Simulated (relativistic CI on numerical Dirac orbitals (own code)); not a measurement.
Main line and satellite in the 2p photoemission of Cu²⁺: a two-state model

Problem. An octahedral Cu²⁺ site (d9) has Δ = 2, V(eg) = 1.95, 10Dq = 1.5, 10Dq(ligand) = 0.5 and a core-hole attraction U_cd = 10.5 eV; the hopping is scaled by 0.9 in the final state. Δ is defined between configuration averages. Find the d count, the distance of the satellite and its intensity.

Working.
1. The hole has eg symmetry. Its energy is −0.6 × 10Dq in d9 and Δ − 0.6 × 10Dq(ligand) in d10L, so the gap is Δ' = 2.60 eV.
2. Ground state cos θ |d9⟩ − sin θ |d10L⟩ with tan 2θ = 2V/Δ', θ = 28.2°: weights 0.777 and 0.223, n_d = 9.223.
3. The core hole pulls d10L down by U_cd: the gap becomes Δ' − U_cd = -7.90 eV, the hopping is V' = 1.75 eV, and tan 2θ' = 2V'/(Δ' − U_cd) gives θ' = 78.0°.
4. The two final states lie W = √[(Δ' − U_cd)² + 4V'²] = 8.64 eV apart. The lower, mostly d10L, is the main line.
5. In the sudden approximation the intensities are cos²(θ' − θ) and sin²(θ' − θ), so satellite/main = tan²(49.9°) = 1.41.

Check. The full cluster calculation (with spin-orbit coupling and 2p-3d multiplets, which spread the d9 satellite) gives n_d = 9.222; in its broadened 2p3/2 spectrum, cut halfway, the centroids lie 8.58 eV apart with an area ratio of 1.38.
